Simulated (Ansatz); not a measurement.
The same path of AlCl2H4N (8 atoms, charge 0, multiplicity 1) was run twice with different band settings. Lost on the way: Al1–H2, N5–H8. Made: H2–H8.

Level of theory: RHF/def2-SVP in Ansatz.

Relaxed end points:

```xyz
8
Properties=species:S:1:pos:R:3
Al 0.011 -0.057 0.195
H -0.172 0.857 1.460
Cl 1.926 -0.029 -0.771
Cl -1.669 -0.261 -1.123
N 0.060 -1.960 0.956
H -0.696 -2.505 0.569
H 0.929 -2.408 0.704
H -0.021 -1.983 1.962
```

```xyz
8
Properties=species:S:1:pos:R:3
Al 0.124 -0.812 -0.527
H -0.229 0.534 2.574
Cl 1.910 0.229 -0.864
Cl -1.681 -0.007 -1.222
N 0.142 -2.353 0.300
H -0.667 -2.916 0.480
H 0.966 -2.808 0.645
H -0.197 -0.212 2.566
```

Common settings: movable images 7; climbing image yes; spring 5.0 eV/Å²; optimiser quadratic models (default); start path through a guess of the saddle point; iteration limit 60; end points relaxed.

| run | force threshold |
| --- | --- |
| 1 | 0.03 eV/Å |
| 2 | 0.2 eV/Å |

What does each run give, and how far can it be trusted?

Run 1: converged after 14 iterations, highest image 2.170 eV above the first end. A vibrational analysis at the climbing image gives one clearly imaginary mode, 1704i cm⁻¹: a first-order saddle point.
Run 2: converged after 11 iterations, highest image 2.170 eV above the first end. The threshold of 0.2 eV/Å is loose, so the images may lie well off the minimum-energy path. The profile has 2 maxima (images 1, 4) with wells between them (image 2): this band takes more than one step, which may be the mechanism or a detour left from its start path. Neighbouring images differ by up to 1.8 eV, so the band resolves the path poorly. Another band between the same ends (7 images) ends at a top of the same energy, where a vibrational analysis finds 1 clearly imaginary mode.
The orbitals stay closed-shell, which can raise the energy where a bond breaks towards radicals; this wasn't checked here.
